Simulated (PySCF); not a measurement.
## Stationary points of HScO

These are results of PySCF, PBE0, basis Sc def2-TZVP, O def2-TZVP, H def2-TZVP (no relativity, density fitting), not measurements.

Relaxations began from a few typed shapes. The search is not exhaustive: other isomers or separated fragments can lie lower, and high-lying points may rest on an excited occupation.

```csv
spin,group,bonds,angles,imaginary modes (cm⁻¹),ΔE (kJ/mol),ΔE with ZPE (kJ/mol)
singlet,Cs,"Sc–H 1.883 Å, Sc–O 1.660 Å",H–Sc–O 119.5°,none,0.0,0.0
singlet,C∞v,"Sc–H 2.006 Å, Sc–O 1.670 Å",H–Sc–O 180.0°,"344i, 344i",33.6,–
```

The lowest minimum found is the singlet Cs: Sc–H 1.883 Å, Sc–O 1.660 Å; H–Sc–O 119.5°.

For the lowest minimum: stability towards spin polarisation was not tested.
